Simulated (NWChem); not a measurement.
System: AlNH₂Cl₂; SMILES [NH2][Al]([Cl])[Cl]

NWChem input:

```
start job
memory heap 200 mb stack 900 mb global 1100 mb
geometry units angstroms
  Al     0.000000     0.000000     0.329190
  Cl    -1.809282     0.000000    -0.721696
  Cl     1.809282     0.000000    -0.721696
  N      0.000000     0.000000     2.082306
  H      0.833765     0.000000     2.658552
  H     -0.833765     0.000000     2.658552
end
basis spherical
  * library def2-svp
end
dft
  xc becke88 lyp
  iterations 150
end
driver
  maxiter 120
end
task dft optimize
task dft freq
```

NWChem printed, in part:

```
             Northwest Computational Chemistry Package (NWChem) 7.3.0
             --------------------------------------------------------

 C2V symmetry detected

                             Geometry "geometry" -> ""
                             -------------------------

 Output coordinates in angstroms (scale by  1.889725989 to convert to a.u.)

  No.       Tag          Charge          X              Y              Z
 ---- ---------------- ---------- -------------- -------------- --------------
    1 Al                  13.0000     0.00000000     0.00000000     0.33570693
    2 Cl                  17.0000    -1.80928200     0.00000000    -0.71517907
    3 Cl                  17.0000     1.80928200     0.00000000    -0.71517907
    4 N                    7.0000     0.00000000     0.00000000     2.08882293
    5 H                    1.0000     0.83376500     0.00000000     2.66506893
    6 H                    1.0000    -0.83376500     0.00000000     2.66506893

 Effective nuclear repulsion energy (a.u.)     241.7550959011

      Symmetry information
      --------------------

 Group name             C2v
 Group number             16
 Group order               4
 No. of unique centers     4

                                Z-matrix (autoz)
                                --------

 Units are Angstrom for bonds and degrees for angles

      Type          Name      I     J     K     L     M      Value
      ----------- --------  ----- ----- ----- ----- ----- ----------
    1 Stretch                  1     2                       2.09233
    2 Stretch                  1     3                       2.09233
    3 Stretch                  1     4                       1.75312
    4 Stretch                  4     5                       1.01352
    5 Stretch                  4     6                       1.01352
    6 Bend                     1     4     5               124.64979
    7 Bend                     1     4     6               124.64979
    8 Bend                     2     1     3               119.70135
    9 Bend                     2     1     4               120.14932
   10 Bend                     3     1     4               120.14932
   11 Bend                     5     4     6               110.70041
   12 Torsion                  2     1     4     5         180.00000
   13 Torsion                  2     1     4     6           0.00000
   14 Torsion                  3     1     4     5           0.00000
   15 Torsion                  3     1     4     6         180.00000

                           NWChem Geometry Optimization
                           ----------------------------

 maximum gradient threshold         (gmax) =   0.000450
 rms gradient threshold             (grms) =   0.000300
 maximum cartesian step threshold   (xmax) =   0.001800
 rms cartesian step threshold       (xrms) =   0.001200
 fixed trust radius                (trust) =   0.300000
 source of zmatrix                         =   autoz

          -------------------
          Energy Minimization
          -------------------

 Using diagonal initial Hessian
 Scaling for Hessian diagonals: bonds = 1.00  angles = 0.25  torsions = 0.10

          --------
          Step   0

                                 NWChem DFT Module
                                 -----------------

 Summary of "ao basis" -> "ao basis" (spherical)
 ------------------------------------------------------------------------------
       Tag                 Description            Shells   Functions and Types
 ---------------- ------------------------------  ------  ---------------------
 Al                         def2-svp                 8       18   4s3p1d
 Cl                         def2-svp                 8       18   4s3p1d
 N                          def2-svp                 6       14   3s2p1d
 H                          def2-svp                 3        5   2s1p

      Symmetry analysis of basis
      --------------------------

        a1         33
        a2          8
        b1         24
        b2         13

            General Information
            -------------------
          SCF calculation type: DFT
          Wavefunction type:  closed shell.
          No. of atoms     :     6
          No. of electrons :    56
           Alpha electrons :    28
            Beta electrons :    28
          Charge           :     0
          Spin multiplicity:     1
          Use of symmetry is: on ; symmetry adaption is: on
          Maximum number of iterations: 150
          AO basis - number of functions:    78
                     number of shells:    36
          Convergence on energy requested:  1.00D-06
          Convergence on density requested:  1.00D-05
          Convergence on gradient requested:  5.00D-04

              XC Information
              --------------
                    Becke 1988 Exchange Functional  1.000
              Lee-Yang-Parr Correlation Functional  1.000

             Grid Information
             ----------------
          Grid used for XC integration:  medium
          Radial quadrature: Mura-Knowles
          Angular quadrature: Lebedev.
          Tag              B.-S. Rad. Rad. Pts. Rad. Cut. Ang. Pts.
          ---              ---------- --------- --------- ---------
          Al                  1.25       88           8.0       590
          Cl                  1.00       88          11.0       590
          N                   0.65       49           9.0       434
          H                   0.35       45          10.0       434
          Grid pruning is: on
          Number of quadrature shells:   270
          Spatial weights used:  Erf1

      Superposition of Atomic Density Guess
      -------------------------------------

 Sum of atomic energies:       -1215.68119522

      Non-variational initial energy
      ------------------------------

 Total energy =   -1216.661878
 1-e energy   =   -2162.613273
 2-e energy   =     704.196299
 HOMO         =      -0.367061
 LUMO         =      -0.010866

      Symmetry analysis of molecular orbitals - initial
      -------------------------------------------------

  Numbering of irreducible representations:

     1 a1          2 a2          3 b1          4 b2

  Orbital symmetries:

     1 b1          2 a1          3 a1          4 a1          5 a1
     6 b1          7 a1          8 b1          9 a1         10 b2
    11 b1         12 a2         13 a1         14 a1         15 b1
    16 b2         17 a1         18 a1         19 b1         20 b1
    21 a1         22 a1         23 b1         24 b2         25 a1
    26 a2         27 b1         28 b2         29 a1         30 b2
    31 a1         32 b1         33 b1         34 a1         35 a1
    36 b2         37 b1         38 a1

   convergence    iter        energy       DeltaE   RMS-Dens  Diis-err
 ---------------- ----- ----------------- --------- --------- ---------
 d= 0,ls=0.0,diis     1  -1218.4570500646 -1.46D+03  1.68D-02  6.62D-01
 d= 0,ls=0.0,diis     2  -1218.3702368296  8.68D-02  1.16D-02  1.19D+00
 d= 0,ls=0.0,diis     3  -1218.5085306723 -1.38D-01  3.57D-03  1.43D-01
 d= 0,ls=0.0,diis     4  -1218.5221985107 -1.37D-02  1.84D-03  2.44D-02
 d= 0,ls=0.0,diis     5  -1218.5257601250 -3.56D-03  1.83D-04  2.21D-04
  Resetting Diis
 d= 0,ls=0.0,diis     6  -1218.5257881504 -2.80D-05  3.72D-05  1.28D-05
 d= 0,ls=0.0,diis     7  -1218.5257896970 -1.55D-06  1.65D-05  6.27D-07
 d= 0,ls=0.0,diis     8  -1218.5257895735  1.24D-07  1.05D-05  1.74D-06
 d= 0,ls=0.0,diis     9  -1218.5257897638 -1.90D-07  2.70D-06  8.02D-08

         Total DFT energy =    -1218.525789763792
      One electron energy =    -2165.791661462340
           Coulomb energy =      788.402114053229
    Exchange-Corr. energy =      -82.891338255812
 Nuclear repulsion energy =      241.755095901131

 Numeric. integr. density =       55.999998821939

                  Occupations of the irreducible representations
                  ----------------------------------------------

                     irrep           alpha         beta
                     --------     --------     --------
                     a1               13.0         13.0
                     a2                2.0          2.0
                     b1                9.0          9.0
                     b2                4.0          4.0

                       DFT Final Molecular Orbital Analysis
                       ------------------------------------

[...]

      ----------------------
      Optimization converged
      ----------------------

  Step       Energy      Delta E   Gmax     Grms     Xrms     Xmax
  ---- ---------------- -------- -------- -------- -------- --------
@    5   -1218.52641471 -1.3D-08  0.00001  0.00000  0.00004  0.00008
                                     ok       ok       ok       ok

                                Z-matrix (autoz)
                                --------

 Units are Angstrom for bonds and degrees for angles

      Type          Name      I     J     K     L     M      Value     Gradient
      ----------- --------  ----- ----- ----- ----- ----- ---------- ----------
    1 Stretch                  1     2                       2.11483   -0.00000
    2 Stretch                  1     3                       2.11483   -0.00000
    3 Stretch                  1     4                       1.77019    0.00001
    4 Stretch                  4     5                       1.02307   -0.00000
    5 Stretch                  4     6                       1.02307   -0.00000
    6 Bend                     1     4     5               124.69817   -0.00000
    7 Bend                     1     4     6               124.69817   -0.00000
    8 Bend                     2     1     3               120.26180   -0.00000
    9 Bend                     2     1     4               119.86910    0.00000
   10 Bend                     3     1     4               119.86910    0.00000
   11 Bend                     5     4     6               110.60366    0.00001
   12 Torsion                  2     1     4     5         180.00000   -0.00000
   13 Torsion                  2     1     4     6           0.00000   -0.00000
   14 Torsion                  3     1     4     5           0.00000   -0.00000
   15 Torsion                  3     1     4     6         180.00000   -0.00000

                         Geometry "geometry" -> "geometry"
                         ---------------------------------

 Output coordinates in angstroms (scale by  1.889725989 to convert to a.u.)

  No.       Tag          Charge          X              Y              Z
 ---- ---------------- ---------- -------------- -------------- --------------
    1 Al                  13.0000     0.00000000     0.00000000     0.32590403
    2 Cl                  17.0000    -1.83390579     0.00000000    -0.72732289
    3 Cl                  17.0000     1.83390579     0.00000000    -0.72732289
    4 N                    7.0000     0.00000000     0.00000000     2.09609220
    5 H                    1.0000     0.84113154     0.00000000     2.67847956
    6 H                    1.0000    -0.84113154     0.00000000     2.67847956

 Effective nuclear repulsion energy (a.u.)     239.1949469137

      Symmetry information
      --------------------

 Group name             C2v
 Group number             16
 Group order               4
 No. of unique centers     4

                Final and change from initial internal coordinates
                --------------------------------------------------

                                Z-matrix (autoz)
                                --------

 Units are Angstrom for bonds and degrees for angles

      Type          Name      I     J     K     L     M      Value       Change
      ----------- --------  ----- ----- ----- ----- ----- ---------- ----------
    1 Stretch                  1     2                       2.11483    0.02249
    2 Stretch                  1     3                       2.11483    0.02249
    3 Stretch                  1     4                       1.77019    0.01707
    4 Stretch                  4     5                       1.02307    0.00955
    5 Stretch                  4     6                       1.02307    0.00955
    6 Bend                     1     4     5               124.69817    0.04838
    7 Bend                     1     4     6               124.69817    0.04838
    8 Bend                     2     1     3               120.26180    0.56045
    9 Bend                     2     1     4               119.86910   -0.28022
   10 Bend                     3     1     4               119.86910   -0.28022
   11 Bend                     5     4     6               110.60366   -0.09676
   12 Torsion                  2     1     4     5         180.00000    0.00000
   13 Torsion                  2     1     4     6           0.00000    0.00000
   14 Torsion                  3     1     4     5           0.00000    0.00000
   15 Torsion                  3     1     4     6         180.00000    0.00000

[...]

 Rotational Constants
 --------------------
 A=   0.146116 cm-1  (  0.210223 K)
 B=   0.071238 cm-1  (  0.102493 K)
 C=   0.047890 cm-1  (  0.068901 K)

 Temperature                      =   298.15K
 frequency scaling parameter      =   1.0000

 Zero-Point correction to Energy  =   17.545 kcal/mol  (  0.027960 au)
 Thermal correction to Energy     =   21.298 kcal/mol  (  0.033941 au)
 Thermal correction to Enthalpy   =   21.890 kcal/mol  (  0.034884 au)

 Total Entropy                    =   77.500 cal/mol-K
   - Translational                =   40.063 cal/mol-K (mol. weight = 112.9380)
   - Rotational                   =   26.183 cal/mol-K (symmetry #  =        2)
   - Vibrational                  =   11.254 cal/mol-K

 Cv (constant volume heat capacity) =   18.719 cal/mol-K
   - Translational                  =    2.979 cal/mol-K
   - Rotational                     =    2.979 cal/mol-K
   - Vibrational                    =   12.761 cal/mol-K

[normal modes left out]

 ----------------------------------------------------------------------------
 Normal Eigenvalue ||           Projected Infra Red Intensities
  Mode   [cm**-1]  || [atomic units] [(debye/angs)**2] [(KM/mol)] [arbitrary]
 ------ ---------- || -------------- ----------------- ---------- -----------
    1       -0.000 ||    0.001981           0.046         1.931       0.554
    2       -0.000 ||    0.000216           0.005         0.210       0.060
    3       -0.000 ||    0.000217           0.005         0.212       0.061
    4        0.000 ||    0.000335           0.008         0.327       0.094
    5        0.000 ||    0.000000           0.000         0.000       0.000
    6        0.000 ||    0.000455           0.011         0.444       0.127
    7      150.766 ||    0.007653           0.177         7.460       2.142
    8      172.407 ||    0.002018           0.047         1.967       0.565
    9      209.548 ||    0.031861           0.735        31.060       8.917
   10      357.391 ||    0.000000           0.000         0.000       0.000
   11      372.075 ||    0.146770           3.386       143.079      41.076
   12      418.007 ||    0.016388           0.378        15.975       4.586
   13      562.174 ||    0.037756           0.871        36.807      10.567
   14      681.626 ||    0.196101           4.524       191.169      54.882
   15      843.415 ||    0.102270           2.359        99.698      28.622
   16     1476.571 ||    0.039606           0.914        38.610      11.084
   17     3474.503 ||    0.032559           0.751        31.741       9.112
   18     3560.459 ||    0.026980           0.622        26.301       7.551
 ----------------------------------------------------------------------------
```

Level: BLYP/def2-SVP.
